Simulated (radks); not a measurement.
Q: Species: Tb2+. Configuration: [Xe] 4f9. Method: scalar-relativistic Kohn-Sham, SCAN, spin-polarised, spherical densities, finite nucleus; open shells are filled with parallel spins first (spin-orbit coupling, left out, can overturn this in heavy ions); meta-GGA in the generalised Kohn-Sham scheme; Fermi nuclear charge, rms radius 5.06 fm; computed with a radial shooting solver on a logarithmic mesh with Libxc functionals. Some entries of the table are withheld. Estimate them.

orbital  occ.  eigenvalue (eV)  <r^2> (bohr^2)
1s up       1        -51941.10       0.0006317
1s down     1        -51941.10       0.0006317
2s up       1        -8643.771        0.009880
2s down     1        -8643.686        0.009879
2p up       3        -7678.117        0.007988
2p down     3        -7678.055        0.007987
3s up       1        -1938.053         0.06532
3s down     1        -1935.811         0.06521
3p up       3        -1638.124         0.06565
3p down     3        -1635.809         0.06552
3d up       5        -1247.380         0.05520
3d down     5        -1245.498         0.05504
4s up       1        -400.7797          0.3305
4s down     1        -395.6425          0.3310
4p up       3        -301.5548          0.3737
4p down     3        -296.4139          0.3746
4d up       5        -165.1424          0.4513
4d down     5        -159.9025          0.4543
5s up       1              (1)           1.950
5s down     1              (2)           2.028
5p up       3         -39.5001             (3)
5p down     3         -38.5517             (4)
4f up       7         -18.4936           1.015
4f down     2         -13.5987           1.214

A: 
(1) 5s up eigenvalue (eV): -62.8186
(2) 5s down eigenvalue (eV): -61.5041
(3) 5p up <r^2> (bohr^2): 2.730
(4) 5p down <r^2> (bohr^2): 2.807
